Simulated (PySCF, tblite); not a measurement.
Isomers of C4H8NSi (doublet state), one GFN2-xTB conformer each. Single-point energies are computed at B3LYP/pcH-1 (PySCF, gas phase, no added dispersion term), electronic only. GFN2-xTB treats the open shell by occupation alone, and not every SCF solution was tested for stability.

```csv
SMILES,GFN2-xTB relative energy (kcal/mol)
[H]/N=C/[C]1C[SiH2]C1,0.0
[H]/N=[C]\C1C[SiH2]C1,14.3
```

Conformers: `[H]/[N:1]=[CH:2]/[C:3]1[CH2:4][SiH2:5][CH2:6]1` (doublet state) with N1–C2–C3–C4 -6°, C2–C3–C4–Si5 -152°, C3–C4–Si5–C6 -13°, C4–Si5–C6–C3 13°, C2–C3–C6–Si5 152°; `[H]/[N:1]=[C:2]\[CH:3]1[CH2:4][SiH2:5][CH2:6]1` (doublet state) with N1–C2–C3–C4 -125°, C2–C3–C4–Si5 137°, C3–C4–Si5–C6 -11°, C4–Si5–C6–C3 11°, C2–C3–C6–Si5 -136°.

**Question.** What does B3LYP/pcH-1 give for the same structures?

**Answer.** 
```
               SMILES  B3LYP/pcH-1 E (Eh)  B3LYP/pcH-1 (kcal/mol)  GFN2-xTB (kcal/mol)  point group
[H]/N=C/[C]1C[SiH2]C1          -501.43447                     0.0                  0.0           C1
[H]/N=[C]\C1C[SiH2]C1          -501.40621                    17.7                 14.3           C1
```

Both levels put the same isomer lowest. 

**Question.** What happens when harmonic zero-point energies from GFN2-xTB frequencies are added?

**Answer.** 
```
               SMILES  ZPE (kcal/mol)  electronic (kcal/mol)  with ZPE (kcal/mol)
[H]/N=C/[C]1C[SiH2]C1            65.4                    0.0                  0.0
[H]/N=[C]\C1C[SiH2]C1            65.4                   17.7                 17.7
```

The zero-point energies span 0.0 kcal/mol. The order is unchanged.
